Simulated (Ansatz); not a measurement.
Basis-set extrapolation for FH₈N₃OSi₂, SMILES `N[Si@H](F)N[Si@@H](N)O` (PBE0-D4/def2-TZVP geometry, frozen core, Ansatz). Multiplicity 1, RHF reference.

```csv
,def2-TZVPP,def2-QZVPP
HF,-920.633052,-920.669382
MP2 correlation,-1.365930,-1.476067
CCSD(T) correlation,-1.455209,not run
```

Energies in hartree. Use E(X) = E(∞) + A·exp(−7.88·√X) for Hartree–Fock and E(X) = E(∞) + B·X^(−2.97) for correlation, with X = 3 and 4, and add CCSD(T) minus MP2 of the smaller set to the MP2 limit.

Task: What is the CCSD(T) energy at the basis-set limit?

Result: HF limit: -920.669382 + (-0.036330) × 0.13774 = -920.67439. MP2 limit: -1.476067 + (-0.110137) × 0.74074 = -1.55765. Higher-order term: -1.455209 − (-1.365930) = -0.08928. Total: -922.32132 hartree, 611.9 kJ/mol below CCSD(T)/def2-TZVPP.
